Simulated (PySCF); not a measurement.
SMILES Fc1cccc([SiH3])c1 (C₆H₇FSi), singlet at its GFN2-xTB optimised geometry (Å):

```
15

F     -1.9692    -2.2583    -0.0010
C     -1.3133    -1.0751     0.0000
C     -2.0486     0.0962     0.0001
C     -1.3623     1.2980     0.0008
C      0.0217     1.3112     0.0009
C      0.7597     0.1314     0.0000
Si     2.6496     0.1348     0.0073
C      0.0670    -1.0751     0.0000
H     -3.1264     0.0564    -0.0010
H     -1.9131     2.2270     0.0009
H      0.5415     2.2583     0.0010
H      3.1189    -0.4224     1.2781
H      3.1264    -0.6914    -1.1035
H      3.1132     1.5140    -0.1457
H      0.5949    -2.0167    -0.0007
```

Level of theory: CAM-B3LYP/def2-TZVP in PySCF.

Map of the HOMO−1 amplitude (bohr^(-3/2)) on the plane z = 1.5 Å; orbital energy -8.90 eV, overall sign arbitrary:

```
|555555555555555555555555555|
|555555555555555555555555555|
|555555555555555555555555555|
|555555555555555555555555555|
|555555555555555555555555555|
|555555555555555555555555555|
|555555555555555555555555555|
|555555554444555555555555555|
|555555544334455566555555555|
|555555443223455666655555555|
|555555432223456666655555555|
|555554432123567776654455555|
|555554322224678887543344555|
|555554432235789987531234555|
|555555433346899987530034555|
|555555444457899986532234555|
|555555555567899876544445555|
|555555555567888776555555555|
|555555555566777766555555555|
|555555555566666666555555555|
|555555555566666666555555555|
|555555555556666665555555555|
|555555555555555555555555555|
|555555555555555555555555555|
|555555555555555555555555555|
|555555555555555555555555555|
|555555555555555555555555555|
```
Scale: ten equal steps from -0.055 (start of '0') to 0.039 (end of '9'), in the order '0123456789'; x runs from -5.50 to 5.50, y from -5.50 (bottom) to 5.50 (top).
